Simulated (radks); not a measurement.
Values are calculated unless marked as measured or tabulated.
Numerical settings for the bromine ion Br+, [Ar] 3d10 4s2 4p4. Code: a radial shooting solver on a logarithmic mesh with Libxc functionals. Model: scalar-relativistic Kohn-Sham, r2SCAN, spin-unpolarised, spherical densities, finite nucleus; meta-GGA in the generalised Kohn-Sham scheme; Fermi nuclear charge, rms radius 4.1629 fm. The defaults (mesh step 0.008 in ln r, mesh end at 40 bohr or more with all orbitals vanishing there, Anderson mixing 0.5 over 9 steps, residual threshold near 1e-9 with the energy settled to 1e-9 hartree or 1e-11 of itself, here a cap of 69 iterations) give E = -2606.363 hartree and 4p at -17.797 eV in 12 iterations. Run on one thread of a shared host, so times are rough (Intel(R) Xeon(R) Platinum 8559C): 0.08 s of CPU time, 0.08 s wall, 12 iterations on 2259 mesh points. Changes against that run (0 stands for a change within the tolerance of the run):

\begin{tabular}{lrrrrr}
setting & iterations & converged & E (mhartree) & e(4p) (meV) & CPU (s) \\ \hline
mesh step in ln r 0.03 & 10 & yes & -0.0495 & -0.00655 & 0.02 \\
mesh step in ln r 0.005 & 13 & yes & 0 & +0.00484 & 0.13 \\
mesh step in ln r 0.012 & 10 & yes & 0 & -0.00592 & 0.05 \\
mesh end (bohr) 20 & 12 & yes & 0 & 0 & 0.07 \\
mesh end (bohr) 1 & 11 & level above zero & +1.37e+05 & +6.13e+05 & 0.05 \\
residual threshold 1e-05 & 10 & yes & 0 & -0.013 & 0.07 \\
residual threshold 0.1 & 10 & yes & 0 & -0.013 & 0.07 \\
mixing 0.05 & 17 & yes & 0 & +0.0147 & 0.1 \\
linear mixing, mixing 0.5 & 22 & yes & 0 & +0.0192 & 0.12 \\
linear mixing, mixing 0.2 & 62 & yes & 0 & +0.0206 & 0.3 \\
mixing history 20 & 12 & yes & 0 & +0.00472 & 0.08 \\
iteration cap 2 & 2 & no & +841 & -1.22e+04 & 0.02 \\
\end{tabular}

Settled on a wrong energy, with an occupied level pushed above zero by the early mesh end: mesh end (bohr) 1 (+137 hartree). Apart from these: no run marked as converged misses the energy by more than 1 mhartree. A mesh that ends early acts as a hard wall.
